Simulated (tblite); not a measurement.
2-ethylbenzaldehyde, C9H10O.
SMILES with atom numbers: `[CH3:1][CH2:2][c:3]1[cH:4][cH:5][cH:6][cH:7][c:8]1[CH:9]=[O:10]` (hydrogens: H11, H12, H13 on C1; H14, H15 on C2; H16 on C4; H17 on C5; H18 on C6; H19 on C7; H20 on C9)

Structure optimised with GFN2-xTB, isolated species.

Q: Give the optimised bond lengths and angles.

A: 
```json
{"bond": "C1–C2", "length (Å)": "1.531"}
{"bond": "C2–C3", "length (Å)": "1.498"}
{"bond": "C3–C4", "length (Å)": "1.391"}
{"bond": "C4–C5", "length (Å)": "1.382"}
{"bond": "C5–C6", "length (Å)": "1.387"}
{"bond": "C6–C7", "length (Å)": "1.378"}
{"bond": "C7–C8", "length (Å)": "1.399"}
{"bond": "C8–C9", "length (Å)": "1.466"}
{"bond": "C9=O10", "length (Å)": "1.206"}
{"bond": "C3–C8", "length (Å)": "1.406"}
{"bond": "C1–H11, C1–H12, C1–H13", "length (Å)": "1.087"}
{"bond": "C2–H14, C2–H15", "length (Å)": "1.091"}
{"bond": "C4–H16", "length (Å)": "1.081"}
{"bond": "C5–H17", "length (Å)": "1.080"}
{"bond": "C6–H18", "length (Å)": "1.080"}
{"bond": "C7–H19", "length (Å)": "1.081"}
{"bond": "C9–H20", "length (Å)": "1.111"}
```

Bonds in one row agree within 0.01 Å and their mean is given. A selection of angles:
```json
{"angle": "C1–C2–C3", "degrees": "110.3"}
{"angle": "C2–C3–C4", "degrees": "118.9"}
{"angle": "C2–C3–C8", "degrees": "122.8"}
{"angle": "C4–C3–C8", "degrees": "118.2"}
{"angle": "C3–C4–C5", "degrees": "121.7"}
{"angle": "C4–C5–C6", "degrees": "120.0"}
{"angle": "C5–C6–C7", "degrees": "119.3"}
{"angle": "C6–C7–C8", "degrees": "121.3"}
{"angle": "C7–C8–C9", "degrees": "116.9"}
{"angle": "C3–C8–C7", "degrees": "119.4"}
{"angle": "C3–C8–C9", "degrees": "123.7"}
{"angle": "C8–C9–O10", "degrees": "127.9"}
```

Dihedral angles: C1–C2–C3–C4 -95° (anticlinal); C7–C8–C9–O10 176° (antiperiplanar). The mirror-image conformer, all signs reversed, is as good.

The 6-membered ring C3–C4–C5–C6–C7–C8 has internal angles of 118.2° to 121.7°; it is planar, 0.00 Å rms from its mean plane, widest ring torsion 1°. Of the pairs four or more bonds apart, O10···H15 is among the closest relative to their van der Waals radii: 2.28 Å, 84 % of the sum of Bondi's values. The C–C distances run from 1.378 Å (C6–C7, aromatic) to 1.531 Å (C1–C2, drawn single), a spread of 0.153 Å.

Point group: C1 (no symmetry element, even within 0.4 Å). Its GFN2-xTB frequencies are all real (lowest 71 cm⁻¹). One conformer, not necessarily the lowest. 2 starts were optimised and ended at 0.00 and 0.49 kcal/mol (GFN2-xTB); the lowest of these is shown.

The numbers are calculated, not measured.
